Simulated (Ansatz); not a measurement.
Frontier orbitals of `FC1(Cl)O[SiH2]1`.

Z-matrix (Å, degrees):
```
C
Cl 1 1.759
O 1 1.395 2 114.1
F 1 1.344 2 108.8 3 126.4
Si 1 1.818 2 124.7 3 -71.4
H 5 1.476 1 121.7 2 -162.1
H 5 1.475 1 121.8 2 3.6
```

Total charge 0; spin multiplicity 1. The structure was optimised at the PBE0-D4/def2-TZVP level. Basis def2-TZVPP, the Gaussian-basis code of Ansatz.

| functional | HOMO (eV) | LUMO (eV) |
| --- | --- | --- |
| ωB97X-V | -10.21 | 0.64 |

(1) Give HOMO and LUMO (eV) with LDA (SPW92), PBE, revPBE, BLYP, r2SCAN, B97M-V, PBE0, B3LYP, r2SCANh, r2SCAN0, HSE06 (plane-wave form), BHLYP, CAM-B3LYP, LC-ωPBE, ωB97M-V, HF. (Estimate.)

## Answers

(1) Computed: 
```
             functional    HOMO   LUMO
            LDA (SPW92)   -6.78  -2.46
                    PBE   -6.60  -2.24
                 revPBE   -6.53  -2.15
                   BLYP   -6.48  -2.14
                 r2SCAN   -6.86  -2.01
                 B97M-V   -6.93  -2.11
                   PBE0   -7.89  -1.42
                  B3LYP   -7.68  -1.65
                r2SCANh   -7.34  -1.71
                r2SCAN0   -8.06  -1.27
HSE06 (plane-wave form)   -7.49  -1.79
                  BHLYP   -9.10  -0.58
              CAM-B3LYP   -9.26  -0.42
                LC-ωPBE  -10.57   0.76
                ωB97M-V  -10.08   0.39
                     HF  -10.96   1.61
```

B3LYP here is the variant with VWN-RPA as its local correlation; programs differ in this. LC-ωPBE has ω = 0.4 bohr⁻¹. Positive LUMOs are unbound and depend on the basis.
